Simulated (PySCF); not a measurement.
# Shifts of the heteroatoms

Atoms are numbered as in `[O:1]=[C:2]([OH:3])/[CH:4]=[C:5]1\[CH2:6][C@@H:7]1[F:8]`. Each H is labelled by its parent atom. Ha(C6) is cis to F8 on the ring; Hb(C6) is trans to F8 on the ring.

Method: GFN2-xTB structure, shielding tensors at PBE0/pcSseg-1 (GIAO), in PySCF 2.14.0 with density-fitted response routines (isolated molecule, relativity neglected, single conformer).

**Question.** Where does ¹⁹F resonate?

**Answer.** 
```json
{"atoms": "F8", "environment": "fluorine on an sp3 carbon", "σ (ppm)": "401.2", "δ (ppm)": "-201.4"}
```

Shieldings were converted by a linear fit to measured shifts: ¹⁹F (scatter 6.0 ppm rms, 7.0 ppm with the 5 outliers that the fit left out vs CFCl3, solution or neat liquid, with a term for F on sp3 carbon). Occasional misses reach two or three times the rms, and more in compound classes unlike the fitted ones.

On a 300 MHz spectrometer ¹⁹F resonates near 282.3 MHz, so 1 ppm is 282.3 Hz.

**Question.** Predict the ¹⁷O NMR data.

**Answer.** 
```
atoms           environment  σ (ppm)  δ (ppm)
   O1       carbonyl oxygen   -111.3    368.1
   O3  acid hydroxyl oxygen    134.2    144.5
```

Shieldings were converted by a linear fit to measured shifts: ¹⁷O (scatter 10.7 ppm rms, 12.2 ppm with the 3 outliers that the fit left out vs liquid water, solution or neat liquid). A few per cent of atoms miss by over 2 rms, more outside the fitted compound classes.

On a 600 MHz spectrometer ¹⁷O resonates near 81.3 MHz, so 1 ppm is 81.3 Hz.

In solution the two oxygens of a carboxylic acid exchange roles by proton transfer and give one 17O line. Hydrogen bonding in solution shields acid and N–H amide carbonyl oxygens by tens of ppm.
